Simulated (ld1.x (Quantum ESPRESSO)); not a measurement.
Configuration tests for phosphorus (P) (TM)

P, norm-conserving Troullier–Martins (Kleinman–Bylander form), made with ld1.x (Quantum ESPRESSO) 7.5 (PBEsol, fully relativistic). Core [Ne], reference 3s2 3p2.5 (charge +0.5). Waves: 3s (bound): rc 1.45 bohr; 3d channel at 0.4 Ry: rc 1.50 bohr; 3p (bound): rc 1.80 bohr. Local part: the p channel. Core correction: Bessel-smoothed model core, default radius (core density twice the valence density).

Open shells are filled in proportion to 2j + 1 (rel_dist='average').

Energies are relative to the spin-unpolarised reference configuration 3s2 3p2.5; without spin polarisation the order of configurations can differ from experiment. The p channel is local and has no spin–orbit splitting in the pseudo-atom.

```
valence configuration  charge  ΔE all-electron (eV)  error AE − PS (meV)
              3s2 3p3       0                -3.760                 +0.4
              3s2 3p2      +1                 5.938                 +1.0
              3s2 3p1      +2                25.050                  +15
              3s2 3p0      +3                54.756                  +59
              3s1 3p4       0                 4.749                 -1.9
```

**Question.** What are ΔE and the potential's error for 3s2 3p3.3?

**Answer.** ΔE = -5.059 eV all-electron; the error (AE − PS) is +1.0 meV.

**Question.** What are ΔE and the potential's error for 3s1 3p0?

**Answer.** ΔE = 106.669 eV all-electron; the error (AE − PS) is +138 meV.
